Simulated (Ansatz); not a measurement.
Zr2S5⁻. The state is a doublet with charge -1. Geometry PBE-D4/def2-SVPD.

```tsv
atom	x (Å)	y (Å)	z (Å)
Zr1	-0.940	0.153	-1.130
Zr2	0.971	-0.183	1.099
S3	2.442	-0.485	2.827
S4	0.066	-2.005	-0.359
S5	1.248	1.368	-0.865
S6	-2.425	0.373	-2.858
S7	-1.361	0.778	1.286
```

In the def2 sets Zr takes a core potential, while STO-3G treats all electrons; there is no spin–orbit coupling. At PBE-D4/def2-TZVPD the gap within one spin of the charge -1 doublet nearly closes, so an electron or hole may be smeared out by delocalisation error. The structure comes from a short search, and lower isomers may exist.

Question: Estimate the α-spin orbital energies around the gap (eV) in Ansatz with HF/STO-3G, PBE-D4/def2-TZVPD, revPBE-D4/def2-TZVPD, r2SCAN-D4/def2-TZVPD, PBE0-D4/def2-TZVPD.

Answer: 
```tsv
orbital	HF/STO-3G	PBE-D4/def2-TZVPD	revPBE-D4/def2-TZVPD	r2SCAN-D4/def2-TZVPD	PBE0-D4/def2-TZVPD
HOMO−13	-6.19	-4.95	-4.89	-5.38	-6.52
HOMO−12	-5.75	-4.79	-4.73	-5.21	-6.33
HOMO−11	-4.46	-4.60	-4.53	-4.98	-6.02
HOMO−10	-3.76	-4.25	-4.19	-4.69	-5.73
HOMO−9	-3.70	-4.18	-4.13	-4.58	-5.56
HOMO−8	-3.35	-4.06	-4.00	-4.50	-5.54
HOMO−7	-3.18	-3.98	-3.92	-4.41	-5.39
HOMO−6	-2.18	-3.17	-3.11	-3.52	-4.54
HOMO−5	-1.95	-3.05	-2.99	-3.39	-4.20
HOMO−4	-1.85	-3.02	-2.97	-3.30	-4.15
HOMO−3	-1.13	-2.92	-2.86	-3.08	-3.80
HOMO−2	-1.13	-2.83	-2.77	-3.02	-3.79
HOMO−1	-0.88	-2.67	-2.61	-2.84	-3.56
HOMO	-0.70	-2.58	-2.52	-2.77	-3.51
LUMO	8.77	-0.33	-0.20	-0.21	0.24
LUMO+1	10.53	0.41	0.52	0.52	1.17
LUMO+2	10.60	0.59	0.68	0.70	1.32
LUMO+3	10.75	0.60	0.69	0.70	1.35
LUMO+4	10.79	0.65	0.73	0.74	1.36
LUMO+5	12.30	1.59	1.67	1.75	2.37
β HOMO	-0.51	-2.53	-2.47	-2.72	-3.49
β LUMO	6.77	-2.45	-2.38	-2.59	-2.05
```
